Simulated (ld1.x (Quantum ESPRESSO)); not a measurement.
Al, PAW: configuration errors across variants

| Item | Value |
| --- | --- |
| Element | Al (Z = 13) |
| Generator | ld1.x (Quantum ESPRESSO) 7.5 |
| Type | PAW |
| Functional | BLYP |
| Relativity | scalar-relativistic |
| Frozen core | [He] |
| Valence charge | 11 |
| Reference configuration | 2s2 2p6 3s2 3p1 |
| Partial waves | 2s (bound): rcut 0.85, rcutus 1.05 bohr; 3s (bound): rcut 0.85, rcutus 1.05 bohr; 2p (bound): rcut 0.95, rcutus 1.20 bohr; 3p (bound): rcut 0.95, rcutus 1.20 bohr; 3d channel at 0.3 Ry: rcut 0.85, rcutus 1.05 bohr |
| Local potential | all-electron potential smoothed inside 0.90 bohr (lloc = -1) |
| Core correction | Bessel-smoothed model core inside 0.60 bohr |
| Augmentation charge | PSQ, inside the norm-conserving radii |

All-electron excitation energies from the reference (eV): (1) 2s2 2p6 3s2 3p0 5.627; (2) 2s2 2p6 3s1 3p0 24.843; (3) 2s2 2p6 3s0 3p0 53.551; (4) 2s2 2p6 3s1 3p2 5.188; (5) 2s2 2p6 3s1 3p1 11.468; (6) 2s2 2p6 3s0 3p3 10.585; (7) 2s2 2p5 3s2 3p1 82.805.

The overlap operator is not positive definite (basis up to 400 Ry) in “base”, “wave 3d channel at 0.3 Ry: rcut 0.85, rcutus 1.05 bohr becomes 3d channel at 0.3 Ry: rcut 0.70, rcutus 0.74 bohr”, “added wave 3d channel at 1.85 Ry: rcut 0.85, rcutus 1.05 bohr”, “core correction Bessel-smoothed model core inside 0.82 bohr”, “augmentation BESSEL, radius 0.90 bohr”. Such files are unfit for use, however small their errors in these radial tests.

1 further variants failed, have other tests or too few solved ones, and are left out.

Errors AE − PS in meV (a dash: test not solved or not reliable):

```tsv
change	(1)	(2)	(3)	(4)	(5)	(6)	(7)	bound ghosts
base	0.0	-0.4	-0.9	+0.2	+0.1	+1.6	-57	not determined (overlap not positive)
wave 3d channel at 0.3 Ry: rcut 0.85, rcutus 1.05 bohr becomes 3d channel at 0.3 Ry: rcut 0.70, rcutus 0.74 bohr	0.0	-0.4	-0.9	+0.2	+0.1	+1.6	-57	not determined (overlap not positive)
added wave 3d channel at 1.85 Ry: rcut 0.85, rcutus 1.05 bohr	0.0	-0.4	-0.9	+0.2	+0.1	+1.6	-57	not determined (overlap not positive)
core correction Bessel-smoothed model core inside 0.82 bohr	0.0	-0.4	-0.9	+0.2	+0.1	+1.6	-57	not determined (overlap not positive)
augmentation BESSEL, radius 0.90 bohr	-0.1	-0.7	-1.3	+0.3	+0.2	+2.0	-58	not determined (overlap not positive)
```

Problem. Give the same row for: waves 2p (bound): rcut 0.95, rcutus 1.32 bohr; 3p (bound): rcut 0.95, rcutus 1.32 bohr.

Solution. +1.6, +1.7, +2.1, +5.4, +2.2, +36, –; bound ghosts: not determined (overlap not positive). Not counted: 2s2 2p5 3s2 3p1 (solver errors, printed error -1252 eV). Its overlap operator is not positive definite in a basis up to 400 Ry (lowest eigenvalue s -0.12), so the file is unfit for use: the generalised eigenproblem breaks down once the basis is large enough, and its test numbers describe a broken file.
